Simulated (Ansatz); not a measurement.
One change: `[O]=[W]([OH])([OH])([OH])[OH]` becomes `[O]=[W]([OH])([OH])([OH])[F]`.

Ansatz, PBE0-D4/def2-TZVP geometries, multiplicity 1. Each molecule was computed in one conformer, which needn't be the lowest.

Elements past krypton have def2 core potentials.

```csv
property,`[O]=[W]([OH])([OH])([OH])[OH]`
LUMO energy (PBE0/def2-TZVPP) / eV,-2.59
HOMO energy (PBE0/def2-TZVPP) / eV,-9.03
size of the dipole moment (B3LYP/def2-TZVPP) / D,3.38
HOMO–LUMO gap (ωB97M-V/def2-TZVPP) / eV,11.02
size of the dipole moment (ωB97M-V/def2-TZVPP) / D,3.37
HOMO energy (B3LYP/def2-TZVPP) / eV,-8.77
```

(1) What does the change do to each property? (An estimate is asked.)

Answers

(1) The calculation gave: 
```tsv
property	`[O]=[W]([OH])([OH])([OH])[F]`	shift
LUMO energy (PBE0/def2-TZVPP) / eV	-2.73	-0.14
HOMO energy (PBE0/def2-TZVPP) / eV	-9.56	-0.53
size of the dipole moment (B3LYP/def2-TZVPP) / D	1.25	-2.13
HOMO–LUMO gap (ωB97M-V/def2-TZVPP) / eV	11.42	0.40
size of the dipole moment (ωB97M-V/def2-TZVPP) / D	1.22	-2.15
HOMO energy (B3LYP/def2-TZVPP) / eV	-9.29	-0.52
```

With PBE0 the HOMO falls by 0.53 eV and the LUMO falls by 0.14 eV, so the gap widens by about 0.39 eV. PBE moves the HOMO by -0.46 eV and ωB97M-V by -0.52 eV. The zero-point energy changes by -31.1 kJ/mol with -3 modes. Dipoles are sizes alone; their direction can turn.

B3LYP here is the variant with VWN-RPA as its local correlation; programs differ in this.
